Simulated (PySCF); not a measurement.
B3LYP has the VWN-RPA correlation part, as in Gaussian. Delta-SCF ions had no search for a lower state. Excitations are Tamm–Dancoff values on a coarser integration grid. The basis has no diffuse functions, so Rydberg states are missing or too high.

**C9H10SSi, SMILES `Cc1ccc([SiH3])c2ccsc12` (charge 0, multiplicity 1)**

Computed with B3LYP-D3(BJ)/def2-TZVP // B3LYP-D3(BJ)/def2-SVP (PySCF).

The HOMO comes out as -6.18 eV. The dipole moment is 0.188 e·Å and the HOMO–LUMO gap is 4.89 eV. The LUMO is -1.29 eV and the S1 excitation (TDA) comes out as 4.50 eV. The S1 oscillator strength is 0.095, the brightest of the four lowest singlets (TDA) comes out as 5.55 eV and the T1 excitation (TDA) is 3.26 eV. The S1–T1 gap (TDA) comes out as 1.24 eV. The vertical ionisation energy (Delta-SCF) is 7.89 eV, the total energy is -28215.57 eV and the cost comes out as very roughly 21 core-minutes.

```xyz
21

C      3.2076     0.0416    -0.0789
C      1.7349    -0.2570    -0.0424
C      1.2313    -1.5576    -0.0311
C     -0.1518    -1.8164     0.0022
C     -1.0981    -0.7883     0.0261
Si    -2.9359    -1.1737     0.0713
C     -0.6119     0.5459     0.0154
C     -1.3536     1.7834     0.0346
C     -0.5523     2.8856     0.0158
S      1.1482     2.4975    -0.0262
C      0.7868     0.7824    -0.0186
H      3.8057    -0.8803    -0.0851
H      3.5105     0.6433     0.7949
H      3.4693     0.6285    -0.9758
H      1.9327    -2.3959    -0.0487
H     -0.4857    -2.8574     0.0095
H     -3.6404    -0.5922    -1.1105
H     -3.1147    -2.6538     0.0679
H     -3.5786    -0.6054     1.2941
H     -2.4428     1.8397     0.0612
H     -0.8612     3.9301     0.0241
```
